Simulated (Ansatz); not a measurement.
Total energies of [SnF3]- (SnF₃⁻) from Ansatz at PBE0-D4/def2-TZVPD, gas phase (1 Eh = 27.2114 eV = 2625.5 kJ/mol). The reference geometry is relaxed at PBE0-D4/def2-TZVPD.

| state | geometry | energy (Eh) |
| --- | --- | --- |
| charge -1 singlet | reference | -513.90922 |
| charge 0 doublet | reference | -513.74398 |
| charge 0 doublet | relaxed at PBE0-D4/def2-TZVPD | -513.76161 |

In the def2 sets Sn takes a core potential; there is no spin–orbit coupling.

Work out the vertical ionisation energy to the doublet.

E(charge 0 doublet) − E(charge -1 singlet) = -513.74398 − (-513.90922) = 0.16524 Eh = 4.50 eV. For comparison, −ε of the highest occupied level is 2.33 eV at this level, 2.17 eV less.

How much does the charge 0 doublet relax, and what is the adiabatic ionisation energy?

Relaxation: -513.74398 − (-513.76161) = 0.01763 Eh = 0.48 eV. Adiabatic ionisation energy: 0.14761 Eh = 4.02 eV, without zero-point energy.
